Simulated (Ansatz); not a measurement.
Basis-set series for H₃O₃Y, SMILES `[OH][Y]([OH])[OH]`. Charge 0, multiplicity 1. Y: def2 effective core potential. Geometry: relaxed with PBE0-D4/def2-TZVP. It is one conformer, not always the lowest.

```json
{"functional": "PBE0-D4", "basis": "def2-SVP", "functions": "88", "energy (Eh)": "-265.56170", "HOMO (eV)": "-7.61", "LUMO (eV)": "-1.23"}
{"functional": "PBE0-D4", "basis": "def2-TZVPP", "functions": "191", "energy (Eh)": "-265.85445", "HOMO (eV)": "-7.92", "LUMO (eV)": "-1.33"}
{"functional": "ωB97M-V", "basis": "def2-SVP", "functions": "88", "energy (Eh)": "-265.66750", "HOMO (eV)": "-10.06", "LUMO (eV)": "0.07"}
{"functional": "ωB97M-V", "basis": "def2-TZVPP", "functions": "191", "energy (Eh)": "-265.96716", "HOMO (eV)": "-10.40", "LUMO (eV)": "-0.13"}
```

**Question.** Give the rows for def2-QZVPP. (Estimate.)

**Answer.** Computed: 
```tsv
functional	basis	functions	energy (Eh)	HOMO (eV)	LUMO (eV)
PBE0-D4	def2-QZVPP	342	-265.87160	-7.97	-1.35
ωB97M-V	def2-QZVPP	342	-265.98354	-10.45	-0.24
```
